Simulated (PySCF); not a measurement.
## NMR parameters of Ga(CO)H3

Ga(CO)H3, CH3GaO.

Geometry:
| atom | x (Å) | y (Å) | z (Å) |
| --- | --- | --- | --- |
| Ga1 | -0.012 | 0.004 | -0.848 |
| C2 | 0.013 | 0.012 | 1.351 |
| O3 | 0.037 | -0.016 | 2.475 |
| H4 | 1.555 | 0.006 | -1.002 |
| H5 | -0.802 | 1.355 | -1.014 |
| H6 | -0.790 | -1.361 | -0.963 |

GIAO calculations in PySCF on the PBE0-D3(BJ)/def2-SVP structure: isolated species, non-relativistic, equivalent atoms averaged; basis pcSseg-1 (pcSseg-2 on Ga).

(1) Give the isotropic shieldings (ppm) with B3LYP, PBE, PBE0.

(2) And the chemical shifts, against references computed in the same way?

(3) Which part of the shielding of Ga1 depends on the functional?

(4) What couplings does PBE/pcJ-1 (pcSseg-1 on Ga) give?

Answers

(1) 
```json
{"atoms": "Ga1", "environment": "Ga bonded to C, 3 H", "B3LYP": "1608", "PBE": "1595", "PBE0": "1629"}
{"atoms": "O3", "environment": "oxygen bonded to C", "B3LYP": "-91.1", "PBE": "-90.9", "PBE0": "-89.3"}
{"atoms": "C2", "environment": "carbon bonded to Ga, O", "B3LYP": "-16.5", "PBE": "-12.8", "PBE0": "-12.9"}
{"atoms": "H4/H5/H6", "environment": "hydrogen on a Ga bonded to C", "B3LYP": "27.36", "PBE": "27.02", "PBE0": "27.22"}
{"atoms": "HOMO–LUMO gap (eV)", "environment": "–", "B3LYP": "5.89", "PBE": "4.09", "PBE0": "6.36"}
```

(2) 
```json
{"atoms": "Ga1", "nucleus, reference": "⁷¹Ga, [Ga(H2O)6]3+", "B3LYP": "191", "PBE": "152", "PBE0": "188"}
{"atoms": "O3", "nucleus, reference": "¹⁷O, H2O", "B3LYP": "425.1", "PBE": "425.5", "PBE0": "423.8"}
{"atoms": "C2", "nucleus, reference": "¹³C, TMS", "B3LYP": "195.7", "PBE": "192.9", "PBE0": "197.3"}
{"atoms": "H4/H5/H6", "nucleus, reference": "¹H, TMS", "B3LYP": "4.02", "PBE": "4.17", "PBE0": "4.05"}
```

(3) Diamagnetic: B3LYP 2640, PBE 2640, PBE0 2640 ppm; paramagnetic: B3LYP -1032, PBE -1045, PBE0 -1011 ppm. The diamagnetic part, set mainly by inner electrons, hardly moves; the paramagnetic part goes with low-lying magnetically allowed excitations and carries the spread.

(4) ¹J(C2,O3) = 26.8, ²J(H4,H5) = 7.0, ²J(C2,H4) = 4.8 Hz (averaged over equivalent pairs; isotopes ¹³C, ¹⁷O, ¹H).

Relativistic effects, spin–orbit coupling among them, are left out; they matter for Ga and for the light atoms bonded to it. Unscaled 17O shifts of doubly bonded oxygen tend to come out too high, by tens of ppm or more. Experimental scales use liquid or dissolved standards, which lie at an offset from isolated H2O (liquid H2O: subtract about 36 ppm).
